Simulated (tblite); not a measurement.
A geometry optimisation, step by step.

C8H13Al.
SMILES with atom numbers: `[CH:1]#[C:2][C@@H:3]1[AlH:4][CH2:5][CH2:6][CH2:7][C@H:8]1[CH3:9]` (hydrogens: H10 on C1; H11 on C3; H12 on Al4; H13, H14 on C5; H15, H16 on C6; H17, H18 on C7; H19 on C8; H20, H21, H22 on C9)

Computed with GFN2-xTB (tblite), gas phase: L-BFGS steps from a force-field or distance-geometry start until the largest atomic force falls under 0.01 eV/Å. 6 of its 96 geometries are shown.

Step 0: E = -672.4345 eV, largest atomic force 2.410 eV/Å
```
atom  x, y, z in Å  |  force x, y, z in eV/Å
C1     -2.198    2.741   -0.752   -1.040   1.203  -0.727
C2     -1.510    1.913   -0.247    1.202  -1.733   1.166
C3     -0.644    0.884    0.393   -0.938   0.711  -0.807
Al4     1.172    1.659    0.568    0.045   0.090   1.413
C5      2.403    0.105    0.683    0.152   0.578  -0.453
C6      1.883   -1.023   -0.227    0.334  -0.316   0.383
C7      0.434   -1.437    0.082    0.004  -0.097   0.115
C8     -0.617   -0.421   -0.435   -0.228  -0.561  -0.115
C9     -2.005   -1.095   -0.435   -0.488   0.246   0.111
H10    -2.826    3.475   -1.198    0.350  -0.361   0.200
H11    -1.031    0.680    1.414   -0.024   0.052  -0.410
H12     1.424    2.961    1.448   -0.036  -0.125  -0.626
H13     3.414    0.421    0.361    0.031  -0.472   0.249
H14     2.456   -0.242    1.726    0.177   0.052  -0.284
H15     2.545   -1.896   -0.074   -0.277   0.084  -0.168
H16     1.976   -0.724   -1.280   -0.138  -0.061   0.150
H17     0.268   -2.420   -0.404   -0.087   0.480   0.153
H18     0.305   -1.604    1.180    0.113   0.258  -0.717
H19    -0.378   -0.179   -1.492    0.016  -0.036   0.404
H20    -2.304   -1.363    0.605    0.182   0.169  -0.781
H21    -2.001   -2.006   -1.054    0.034   0.312   0.310
H22    -2.776   -0.408   -0.862    0.616  -0.472   0.433
```

Step 19: E = -672.8461 eV, largest atomic force 0.128 eV/Å
```
atom  x, y, z in Å  |  force x, y, z in eV/Å
C1     -2.217    2.722   -0.748   -0.017   0.065  -0.033
C2     -1.513    1.905   -0.224    0.019  -0.060  -0.027
C3     -0.705    0.882    0.400    0.005  -0.020   0.039
Al4     1.137    1.573    0.822    0.030  -0.054   0.041
C5      2.471    0.091    0.701    0.024  -0.019   0.033
C6      1.897   -1.011   -0.217   -0.019   0.015   0.009
C7      0.440   -1.384    0.090   -0.020   0.043  -0.054
C8     -0.622   -0.410   -0.452    0.001   0.035   0.063
C9     -1.995   -1.087   -0.441    0.052   0.015  -0.036
H10    -2.814    3.454   -1.201   -0.013   0.037  -0.025
H11    -1.237    0.608    1.328    0.041   0.000   0.089
H12     1.382    3.043    1.230    0.003  -0.023  -0.063
H13     3.486    0.332    0.359   -0.020   0.075  -0.023
H14     2.619   -0.356    1.696   -0.012   0.006   0.047
H15     2.504   -1.917   -0.108   -0.006   0.014  -0.049
H16     1.973   -0.691   -1.261   -0.045  -0.025   0.014
H17     0.248   -2.362   -0.362   -0.020  -0.003   0.053
H18     0.314   -1.485    1.175    0.012   0.017  -0.095
H19    -0.366   -0.136   -1.486   -0.013  -0.074   0.104
H20    -2.268   -1.363    0.578    0.011  -0.024  -0.073
H21    -1.993   -1.986   -1.054   -0.021  -0.007  -0.015
H22    -2.751   -0.404   -0.825    0.007  -0.014   0.001
```

Step 38: E = -672.8678 eV, largest atomic force 0.066 eV/Å
```
atom  x, y, z in Å  |  force x, y, z in eV/Å
C1     -2.180    2.729   -0.748    0.027  -0.001   0.008
C2     -1.521    1.896   -0.188    0.010  -0.017   0.017
C3     -0.736    0.867    0.461    0.010   0.005   0.025
Al4     1.123    1.548    0.845   -0.004  -0.052  -0.041
C5      2.468    0.079    0.733   -0.003  -0.035  -0.039
C6      1.878   -0.991   -0.215   -0.021  -0.023   0.004
C7      0.433   -1.381    0.129   -0.007   0.006   0.006
C8     -0.632   -0.411   -0.408    0.011   0.003   0.002
C9     -1.994   -1.103   -0.472    0.007  -0.004  -0.002
H10    -2.747    3.467   -1.232    0.008  -0.002   0.006
H11    -1.269    0.588    1.386   -0.027   0.003   0.007
H12     1.418    3.044    1.056   -0.009   0.038   0.001
H13     3.452    0.383    0.345   -0.004   0.005   0.025
H14     2.681   -0.410    1.696   -0.009   0.041   0.004
H15     2.496   -1.895   -0.177   -0.003   0.029  -0.012
H16     1.906   -0.622   -1.245    0.006  -0.020   0.020
H17     0.233   -2.370   -0.294    0.010   0.028   0.000
H18     0.333   -1.461    1.216   -0.001   0.004  -0.010
H19    -0.349   -0.117   -1.426   -0.005   0.001  -0.007
H20    -2.292   -1.454    0.515    0.009   0.007  -0.004
H21    -1.960   -1.958   -1.144   -0.017  -0.006  -0.017
H22    -2.751   -0.408   -0.834    0.012  -0.009   0.008
```

Step 57: E = -672.8741 eV, largest atomic force 0.031 eV/Å
```
atom  x, y, z in Å  |  force x, y, z in eV/Å
C1     -2.100    2.751   -0.717   -0.002  -0.009   0.011
C2     -1.506    1.887   -0.132    0.004   0.008  -0.002
C3     -0.761    0.835    0.525   -0.007   0.014  -0.005
Al4     1.095    1.558    0.811   -0.009  -0.021  -0.017
C5      2.451    0.098    0.704    0.011   0.010   0.007
C6      1.875   -0.998   -0.220    0.004   0.004   0.017
C7      0.436   -1.387    0.141    0.000  -0.017  -0.004
C8     -0.633   -0.415   -0.380    0.000   0.000  -0.006
C9     -1.988   -1.114   -0.488   -0.006   0.001   0.004
H10    -2.641    3.498   -1.220    0.018   0.001   0.020
H11    -1.320    0.540    1.428   -0.002   0.009  -0.001
H12     1.341    3.073    0.918    0.009   0.026  -0.003
H13     3.448    0.381    0.339    0.004   0.024  -0.009
H14     2.632   -0.360    1.689    0.008  -0.002   0.006
H15     2.503   -1.893   -0.165   -0.007   0.003   0.009
H16     1.898   -0.653   -1.259   -0.007  -0.008   0.016
H17     0.232   -2.375   -0.279   -0.008  -0.019  -0.023
H18     0.352   -1.468    1.229   -0.014  -0.001  -0.004
H19    -0.339   -0.083   -1.383    0.001  -0.004  -0.015
H20    -2.287   -1.518    0.478    0.007  -0.016   0.001
H21    -1.949   -1.931   -1.207   -0.002  -0.003   0.009
H22    -2.748   -0.406   -0.813   -0.001   0.000  -0.012
```

Step 76: E = -672.8778 eV, largest atomic force 0.012 eV/Å
```
atom  x, y, z in Å  |  force x, y, z in eV/Å
C1     -2.042    2.790   -0.672   -0.008   0.003   0.003
C2     -1.492    1.886   -0.104    0.000  -0.002  -0.001
C3     -0.775    0.810    0.545   -0.005   0.003  -0.003
Al4     1.069    1.573    0.777    0.002  -0.009  -0.006
C5      2.437    0.123    0.699   -0.003   0.011   0.004
C6      1.873   -1.006   -0.196    0.002   0.004  -0.004
C7      0.430   -1.404    0.139   -0.005   0.000   0.000
C8     -0.638   -0.426   -0.375   -0.005   0.005   0.001
C9     -1.989   -1.132   -0.498    0.006  -0.002  -0.002
H10    -2.557    3.563   -1.161    0.005   0.002   0.009
H11    -1.342    0.511    1.439   -0.001   0.001  -0.001
H12     1.290    3.098    0.794    0.005   0.001  -0.003
H13     3.423    0.417    0.311    0.002  -0.001   0.009
H14     2.638   -0.305    1.693   -0.002  -0.002  -0.003
H15     2.505   -1.895   -0.102    0.005  -0.003   0.003
H16     1.913   -0.693   -1.243    0.002   0.002  -0.011
H17     0.238   -2.381   -0.313   -0.001  -0.009   0.004
H18     0.328   -1.514    1.222    0.000   0.005   0.005
H19    -0.338   -0.080   -1.373   -0.002  -0.004   0.000
H20    -2.280   -1.563    0.458   -0.003   0.004  -0.004
H21    -1.945   -1.931   -1.236   -0.005  -0.004   0.002
H22    -2.756   -0.422   -0.805    0.010  -0.005  -0.003
```

Step 95: E = -672.8786 eV, largest atomic force 0.010 eV/Å
```
atom  x, y, z in Å  |  force x, y, z in eV/Å
C1     -2.037    2.809   -0.646   -0.003   0.006   0.001
C2     -1.493    1.887   -0.101    0.001  -0.010   0.000
C3     -0.779    0.805    0.540    0.003  -0.004  -0.001
Al4     1.064    1.576    0.759    0.005  -0.006  -0.003
C5      2.432    0.126    0.699    0.004   0.006   0.002
C6      1.875   -1.007   -0.194    0.000   0.001   0.002
C7      0.432   -1.405    0.141   -0.006   0.004   0.004
C8     -0.638   -0.432   -0.380   -0.005   0.001   0.002
C9     -1.987   -1.140   -0.505    0.000   0.002  -0.004
H10    -2.547    3.597   -1.116   -0.002  -0.001  -0.002
H11    -1.346    0.504    1.433    0.003   0.001   0.000
H12     1.286    3.100    0.748   -0.002   0.001  -0.002
H13     3.422    0.417    0.322    0.003  -0.003  -0.003
H14     2.623   -0.298    1.698   -0.003  -0.005  -0.003
H15     2.507   -1.895   -0.095    0.007  -0.003   0.003
H16     1.917   -0.699   -1.243   -0.002   0.004  -0.002
H17     0.240   -2.388   -0.299    0.001   0.006  -0.002
H18     0.331   -1.503    1.226   -0.007  -0.004   0.006
H19    -0.336   -0.089   -1.378   -0.004   0.003   0.006
H20    -2.287   -1.559    0.454    0.005  -0.001  -0.007
H21    -1.937   -1.948   -1.234   -0.001  -0.004   0.006
H22    -2.752   -0.436   -0.827    0.002   0.003  -0.003
```

Task: Summarise the path.

Result: The energy falls by 42.85 kJ/mol from step 0 to step 95; nine tenths of that is first reached at step 16. It falls at every step. The largest force goes from 2.410 to 0.010 eV/Å. Among the bonds Al4–H12 changes most, from 1.592 to 1.541 Å; the atoms move by 0.227 Å rms after alignment.

Task: Follow the three bonds and two angles with the largest change from start to end.

Result: 
```tsv
step	E above end (kJ/mol)	largest force (eV/Å)	Al4–H12 (Å)	C2–C3 (Å)	C9–H22 (Å)	Al4–C3–H11 (°)	C5–Al4–H12 (°)
0	42.85	2.410	1.592	1.490	1.118	108.1	120.7
4	16.41	0.906	1.523	1.444	1.084	102.9	124.1
8	9.07	0.327	1.544	1.443	1.090	102.3	125.8
12	5.96	0.281	1.549	1.449	1.086	105.9	128.1
17	3.74	0.162	1.553	1.446	1.089	110.2	127.7
21	2.66	0.149	1.540	1.446	1.087	110.4	128.3
25	2.20	0.100	1.539	1.447	1.089	110.6	128.0
29	1.67	0.068	1.540	1.446	1.088	110.3	127.6
33	1.32	0.065	1.547	1.447	1.087	110.9	127.3
37	1.09	0.053	1.540	1.447	1.089	111.5	126.6
41	0.93	0.037	1.543	1.447	1.088	112.5	126.2
45	0.84	0.032	1.542	1.446	1.088	113.5	126.3
50	0.68	0.054	1.543	1.448	1.088	114.6	126.7
54	0.52	0.056	1.542	1.446	1.088	115.8	127.6
58	0.41	0.031	1.540	1.448	1.088	116.7	128.0
62	0.34	0.035	1.543	1.446	1.088	117.1	128.3
66	0.22	0.037	1.541	1.447	1.088	117.9	128.7
70	0.13	0.029	1.542	1.447	1.088	118.4	128.6
74	0.08	0.018	1.541	1.447	1.088	118.8	128.5
78	0.07	0.012	1.541	1.447	1.088	119.0	128.4
83	0.04	0.017	1.540	1.447	1.088	119.2	128.1
87	0.03	0.016	1.541	1.447	1.089	119.2	128.1
91	0.01	0.016	1.541	1.447	1.088	119.3	128.1
95	0.00	0.010	1.541	1.446	1.088	119.3	128.4
```

What follows is the cost of the whole relaxation. The run took 0.9 s wall on an Arm Neoverse V1 with one thread, shared host with 32 logical CPUs at a one-minute load of 6.6.
